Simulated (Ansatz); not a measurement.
CH6ClNSi (`NC[SiH2]Cl`), relaxed with RKS PBE0-D4/def2-TZVP in Ansatz 0.2.0 from a PBE-D4/def2-SVP geometry. The force threshold is 0.005 eV/Å; the program also tests the step.

Charge 0, multiplicity 1.

Start:

```xyz
10

N     0.909    1.115   -0.463
C    -0.421    0.521   -0.363
Si   -0.365   -0.947    0.831
Cl    1.082   -2.279    0.103
H     0.904    1.917   -1.106
H     1.565    0.428   -0.855
H    -0.900    0.186   -1.321
H    -1.131    1.251    0.092
H    -1.685   -1.665    0.872
H     0.042   -0.528    2.212
```

```csv
step,energy (eV),largest force (eV/Å),largest move (Å)
1,-23017.6178,0.682,0.000
2,-23017.6583,0.265,0.038
3,-23017.6627,0.042,0.020
4,-23017.6631,0.021,0.006
5,-23017.6632,0.016,0.008
6,-23017.6632,0.010,0.011
7,-23017.6633,0.005,0.003
```

End:

```xyz
10

N     0.894    1.122   -0.473
C    -0.419    0.508   -0.357
Si   -0.361   -0.943    0.822
Cl    1.039   -2.290    0.120
H     0.878    1.909   -1.109
H     1.570    0.459   -0.831
H    -0.874    0.182   -1.307
H    -1.117    1.229    0.088
H    -1.671   -1.639    0.866
H     0.061   -0.537    2.182
```

It took 22 s on 2 threads of an INTEL XEON PLATINUM 8581C on a shared host, with 0.42 GiB of host memory at the peak.
